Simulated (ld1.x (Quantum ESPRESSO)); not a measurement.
## xenon (Xe): one change to a TM semilocal potential, before and after

Xe, norm-conserving Troullier–Martins (semilocal form), made with ld1.x (Quantum ESPRESSO) 7.5 (PBEsol, scalar-relativistic). Core [Kr] 4d10, reference 5s2 5p6. Waves: 5p (bound): rc 1.75 bohr; 5d channel at 0.35 Ry: rc 1.70 bohr; 5s (bound): rc 1.25 bohr. Local part: the s channel. Core correction: a·sin(br)/r model core inside 1.10 bohr.

Change: wave 5p (bound): rc 1.75 bohr becomes 5p (bound): rc 2.34 bohr.

Cutoffs: the cutoffs (Ry, on a coarse ladder) from which the occupation-weighted sum of valence levels, in a spherical-Bessel basis at the reference potential, stays within 10 and 1 mRy of its value at 400 Ry; they do not see the model core or the augmentation charge, which bear on the density cutoff. Errors are all-electron minus pseudo energies relative to the spin-unpolarised reference configuration.

Task: What does the change do?

Result: The potential gets neither clearly harder nor softer (140 Ry and 230 Ry → 140 Ry and 230 Ry); the s channel sets the loose cutoff, while the largest relative change is in p, which becomes softer; of the 6 tests that both files solve, the error grows in 3 and shrinks in 3 by more than 15 % and 0.3 meV (median size 2.3 → 3.8 meV); neither file shows a bound ghost. A semilocal file is local in each channel, so a ghost entry of none says nothing of the separable form that plane-wave codes build from it.

```csv
quantity,base,changed
"cutoff, loose",140 Ry,140 Ry
"cutoff, tight",230 Ry,230 Ry
loose cutoff by channel (10 mRy a level),"p 15 Ry, s 60 Ry","p 12 Ry, s 60 Ry"
bound ghosts,none,none
"error for 5s2 5p5, meV [ΔE 12.55 eV]",-1.5,-0.5
"error for 5s2 5p4, meV [ΔE 34.33 eV]",0.0,+2.9
"error for 5s2 5p3, meV [ΔE 66.10 eV]",+3.6,+4.6
"error for 5s1 5p6, meV [ΔE 24.73 eV]",-21,-11
"error for 5s2 5p2, meV [ΔE 108.49 eV]",+3.1,-12
"error for 5s2 5p5.5, meV [ΔE 5.18 eV]",-1.1,-0.8
```
